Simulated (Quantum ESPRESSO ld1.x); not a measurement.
ld1.x (Quantum ESPRESSO 7.5) input

```
 &input
    zed=55.0,
    iswitch=1,
    rel=2,
    dft='PZ',
    config='[Xe] 6s0.5 7s0.5',
    rel_dist='average',
    verbosity='high',
    lsmall=.true.,
    prefix='ld1',
    max_out_wfc=37,
    file_charge='ld1.rho',
 /
```

Command: `OMP_NUM_THREADS=1 ld1.x < ld1.in > ld1.out`

It prints (banner and zero overlaps left out):

```
     Program LD1 v.7.5 starts

 classical turning point too close to mesh           7           0          -1
     --------------------------- All-electron run ----------------------------

     dirac relativistic calculation

     atomic number is 55.00
     dft =PZ   lsd =0 sic =0 latt =0  beta=0.20 tr2=1.0E-14
     Exchange-correlation= PZ
                           (   1   1   0   0   0   0   0)
     mesh =2077 r(mesh) =  99.55068 a.u. xmin = -8.00 dx = 0.00800
     1 Ry =  13.60569312 eV, c = 137.03599908

     n l j   nl                  e(Ry)          e(Ha)          e(eV)
     Spin orbit split results
     1 0 0.5 1S 1( 2.00)   -2626.456931594   -1313.228465797 -35734.7670120
     2 0 0.5 2S 1( 2.00)    -411.997952276    -205.998976138  -5605.5177060
     2 1 0.5 2P 1( 2.00)    -387.780730549    -193.890365275  -5276.0256189
     2 1 1.5 2P 1( 4.00)    -361.923317938    -180.961658969  -4924.2175979
     3 0 0.5 3S 1( 2.00)     -85.699258941     -42.849629471  -1165.9978180
     3 1 0.5 3P 1( 2.00)     -75.565202471     -37.782601236  -1028.1169556
     3 1 1.5 3P 1( 4.00)     -70.612359372     -35.306179686   -960.7300923
     4 0 0.5 4S 1( 2.00)     -16.233392672      -8.116696336   -220.8665590
     4 1 0.5 4P 1( 2.00)     -12.595505308      -6.297752654   -171.3705799
     4 1 1.5 4P 1( 4.00)     -11.576368301      -5.788184150   -157.5045146
     3 2 1.5 3D 1( 4.00)     -52.739879565     -26.369939783   -717.5626167
     3 2 2.5 3D 1( 6.00)     -51.687174935     -25.843587467   -703.2398406
     5 0 0.5 5S 1( 2.00)      -2.075762371      -1.037881185    -28.2421858
     5 1 0.5 5P 1( 2.00)      -1.185323423      -0.592661711    -16.1271467
     5 1 1.5 5P 1( 4.00)      -1.062074193      -0.531037096    -14.4502555
     4 2 1.5 4D 1( 4.00)      -5.653311921      -2.826655961    -76.9172271
     4 2 2.5 4D 1( 6.00)      -5.484454881      -2.742227441    -74.6198101
     6 0 0.5 6S 1( 0.50)      -0.219696938      -0.109848469     -2.9891291
     7 0 0.5 7S 1( 0.50)      -0.055718895      -0.027859448     -0.7580942
     Averaged results
     1 0     1S 1( 2.00)   -2626.456931594   -1313.228465797 -35734.7670120
     2 0     2S 1( 2.00)    -411.997952276    -205.998976138  -5605.5177060
     2 1     2P 1( 6.00)    -370.542455475    -185.271227737  -5041.4869382
     3 0     3S 1( 2.00)     -85.699258941     -42.849629471  -1165.9978180
     3 1     3P 1( 6.00)     -72.263307071     -36.131653536   -983.1923801
     4 0     4S 1( 2.00)     -16.233392672      -8.116696336   -220.8665590
     4 1     4P 1( 6.00)     -11.916080637      -5.958040318   -162.1265364
     3 2     3D 1(10.00)     -52.108256787     -26.054128394   -708.9689510
     5 0     5S 1( 2.00)      -2.075762371      -1.037881185    -28.2421858
     5 1     5P 1( 6.00)      -1.103157269      -0.551578635    -15.0092193
     4 2     4D 1(10.00)      -5.551997697      -2.775998849    -75.5387769
     6 0     6S 1( 0.50)      -0.219696938      -0.109848469     -2.9891291
     7 0     7S 1( 0.50)      -0.055718895      -0.027859448     -0.7580942

     final scf error:  2.0E-15 reached in  35 iterations

     Etot =  -15568.271246 Ry,   -7784.135623 Ha, -211817.121022 eV

     Ekin =   16575.704051 Ry,    8287.852026 Ha,  225523.942619 eV
     Encl =  -37864.468091 Ry,  -18932.234046 Ha, -515172.333112 eV
     Eh   =    6093.426068 Ry,    3046.713034 Ha,   82905.285152 eV
     Exc  =    -372.933274 Ry,    -186.466637 Ha,   -5074.015681 eV
```

Run on one thread of a shared host, so times are rough (Intel(R) Xeon(R) Processor @ 2.60GHz): 0.64 s of CPU time, 1.2 s wall, 35 iterations on 2077 mesh points.
